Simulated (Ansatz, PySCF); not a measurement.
Pair of molecules: HF (SMILES F) (first 2 atoms) with HI (SMILES I); geometry from B3LYP-D3(BJ)/def2-TZVP, rigid monomers moved along the line of their centres of mass till H2···I3 is 4.75 Å.
(charge 0, multiplicity 1):
| atom | x (Å) | y (Å) | z (Å) |
|---|---|---|---|
| F | -0.0701 | 0.4750 | -0.2412 |
| H | 0.0048 | 0.0346 | 0.5765 |
| I | 0.3801 | -1.9220 | 4.8931 |
| H | 0.3414 | -0.4498 | 5.5596 |

Interaction energies are E(AB) − E(A) − E(B) at the monomers' geometry in the complex; basis-set methods are counterpoise corrected.

Correlated levels freeze the cores. Filled d and f shells under p-block atoms count as core. CBS: X⁻³ extrapolation of the correlation energy, Hartree–Fock from the larger set.

Programs: Ansatz (Gaussian basis) for Hartree–Fock, density functionals and correlated methods; PySCF for the dispersion terms. Values without a source in brackets are computed. In def2 rows elements past Kr take small-core potentials, without spin–orbit coupling.

PBE/def2-TZVPPD gives -0.36 kcal/mol for the interaction energy.

Where do these levels fall relative to PBE: PBE-D3(BJ)/def2-TZVPPD, r2SCAN/def2-TZVPPD, PBE0/def2-TZVPPD, wB97M-V/def2-TZVPPD, MP2/CBS(def2-TZVPPD, def2-QZVPPD), CCSD(T)/CBS(def2-TZVPPD, def2-QZVPPD).

PBE-D3(BJ)/def2-TZVPPD -0.07; r2SCAN/def2-TZVPPD 0.02; PBE0/def2-TZVPPD 0.01; wB97M-V/def2-TZVPPD -0.02; MP2/CBS(def2-TZVPPD, def2-QZVPPD) -0.01; CCSD(T)/CBS(def2-TZVPPD, def2-QZVPPD) -0.01 kcal/mol. 2 of 6 lie above PBE; the widest gap is to PBE-D3(BJ)/def2-TZVPPD.

Ansatz is an electronic-structure program.
